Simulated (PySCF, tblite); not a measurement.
System: CF2, singlet: symmetric bend, bond length relaxed. Scanned: F-C-F angle. Other coordinates (C-F bond length) were minimised at PBE0/def2-TZVP.

Computed with: GFN2-xTB, 300 K electronic temperature (tblite); CCSD(T) on RHF/cc-pVTZ, 3 core orbitals frozen (PySCF).

Energies relative to the lowest point of each profile, in eV; the last columns give the difference from CCSD(T):

```json
[
 {"a / °": "150", "GFN2-xTB": "2.088", "CCSD(T)": "3.056", "GFN2-xTB − CCSD(T)": "-0.968"},
 {"a / °": "140", "GFN2-xTB": "1.351", "CCSD(T)": "1.975", "GFN2-xTB − CCSD(T)": "-0.624"},
 {"a / °": "130", "GFN2-xTB": "0.734", "CCSD(T)": "1.061", "GFN2-xTB − CCSD(T)": "-0.327"},
 {"a / °": "120", "GFN2-xTB": "0.265", "CCSD(T)": "0.382", "GFN2-xTB − CCSD(T)": "-0.117"},
 {"a / °": "110", "GFN2-xTB": "0.000", "CCSD(T)": "0.001", "GFN2-xTB − CCSD(T)": "-0.001"},
 {"a / °": "100", "GFN2-xTB": "0.020", "CCSD(T)": "0.000", "GFN2-xTB − CCSD(T)": "0.020"},
 {"a / °": "90", "GFN2-xTB": "0.455", "CCSD(T)": "0.503", "GFN2-xTB − CCSD(T)": "-0.048"},
 {"a / °": "80", "GFN2-xTB": "1.495", "CCSD(T)": "1.683", "GFN2-xTB − CCSD(T)": "-0.189"}
]
```

GFN2-xTB is furthest from CCSD(T) at 150 (-0.968 eV, below); its mean absolute difference over the points is 0.287 eV.

The scan ran from 180.0 to 80.0; beyond the range shown the relaxed coordinates jump or full CI changes its symmetry label.
